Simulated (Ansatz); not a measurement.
Sn₁₀H₁₅⁺, a cluster with a defect cut from the lattice of tin (one cap removed). Charge 1, multiplicity 1. Geometry PBE-D4/def2-SVP; atoms count from 1.

```xyz
25

Sn   -0.681   -1.065   -3.171
Sn   -1.253    2.835   -0.801
Sn   -2.791   -1.278    0.925
Sn    1.464   -3.024    0.612
Sn    0.876    0.897    2.945
Sn    3.015    1.142   -1.121
Sn   -2.402    0.322   -1.362
Sn    1.630   -1.264   -1.577
Sn    1.157    2.448    0.609
Sn   -0.334   -1.560    2.278
H    -0.310   -0.157   -4.592
H    -1.232   -2.651   -3.570
H    -0.969    3.711   -2.263
H    -2.339    3.706    0.223
H    -3.430   -2.824    0.491
H    -3.882   -0.444    1.975
H     0.829   -4.537    0.075
H     3.035   -3.217    1.303
H    -0.181    1.741    4.020
H     2.412    0.632    3.689
H     3.241    1.959   -2.625
H     4.528    0.791   -0.367
H    -3.861    0.480   -2.292
H     1.956    3.956    0.934
H    -0.477   -2.601    3.661
```

In the def2 sets Sn takes a core potential; there is no spin–orbit coupling. Single mean-field runs in def2-TZVP are fitted with def2-universal-jkfit.

Estimate the Mulliken populations from the PBE0/def2-TZVP orbitals of Ansatz.


```
atom  charge (e)
 Sn1        0.06
 Sn2        0.08
 Sn3        0.08
 Sn4        0.06
 Sn5        0.08
 Sn6        0.06
 Sn7        0.03
 Sn8        0.27
 Sn9        0.03
Sn10        0.03
 H11        0.02
 H12        0.02
 H13        0.01
 H14        0.01
 H15        0.01
 H16        0.01
 H17        0.02
 H18        0.02
 H19        0.01
 H20        0.01
 H21        0.02
 H22        0.02
 H23        0.02
 H24        0.02
 H25        0.02
```
Mulliken values and Mayer orders depend strongly on the basis.

And the Mayer bond orders between bonded heavy atoms (over 0.3)?

Sn1–Sn7 0.81 (2.86 Å); Sn1–Sn8 0.87 (2.81 Å); Sn2–Sn7 0.85 (2.82 Å); Sn2–Sn9 0.85 (2.82 Å); Sn3–Sn7 0.85 (2.82 Å); Sn3–Sn10 0.85 (2.82 Å); Sn4–Sn8 0.87 (2.81 Å); Sn4–Sn10 0.81 (2.86 Å); Sn5–Sn9 0.85 (2.82 Å); Sn5–Sn10 0.85 (2.82 Å); Sn6–Sn8 0.87 (2.81 Å); Sn6–Sn9 0.81 (2.85 Å).
